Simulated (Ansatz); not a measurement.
Total energies of F₂HOSb (`[OH][Sb]([F])[F]`).

Z-matrix (Å, degrees):
```
Sb
O 1 1.921
F 1 1.901 2 96.4
F 1 1.901 2 96.4 3 -93.2
H 2 0.964 1 114.3 3 46.6
```

Charge 0, multiplicity 1. Correlated methods include outer-core shells of Sb, which these sets cover unevenly. Sb takes the def2 core potential. All single points use the PBE0-D4/def2-TZVP geometry. It is one conformer, not always the lowest. Basis def2-TZVPP, Ansatz 0.2.0.

RPA on PBE orbitals: Hartree–Fock energy of these orbitals -513.72956 Eh, correlation -1.56990 Eh (frozen core).

| functional | energy without D4 (Eh) | D4 term (kJ/mol) |
| --- | --- | --- |
| LDA (SPW92) | -513.82654 | – |
| PBE | -515.72501 | -8.8 |
| BLYP | -515.92658 | -19.8 |
| B97M-V | -515.89615 | – |
| PBE0 | -515.72291 | -7.4 |
| B3LYP | -516.07140 | -14.5 |
| r2SCANh | -515.93687 | -2.1 |
| r2SCAN0 | -515.89045 | -2.3 |
| HSE06 (plane-wave form) | -515.70999 | -6.9 |
| BHLYP | -515.80901 | -11.6 |
| LC-ωPBE | -515.86984 | – |
| ωB97X-V | -515.87589 | – |
| ωB97M-V | -515.88551 | – |
| B2PLYP | -515.63287 | – |

(1) Give the same for revPBE, r2SCAN, CAM-B3LYP, PBE-QIDH. (Best estimate.)

B3LYP takes the VWN-RPA correlation (the form of Gaussian; ORCA's B3LYP/G). HSE06 is the plane-wave form, built on full-range PBE exchange. The double hybrids freeze the cores in their second-order part.

Answers

(1) The calculation gave: 
```tsv
functional	energy without D4 (Eh)	D4 term (kJ/mol)
revPBE	-515.94370	-26.1
r2SCAN	-515.96885	-1.9
CAM-B3LYP	-515.91593	-7.5
PBE-QIDH	-515.48869	–
```

LC-ωPBE has ω = 0.4 bohr⁻¹.
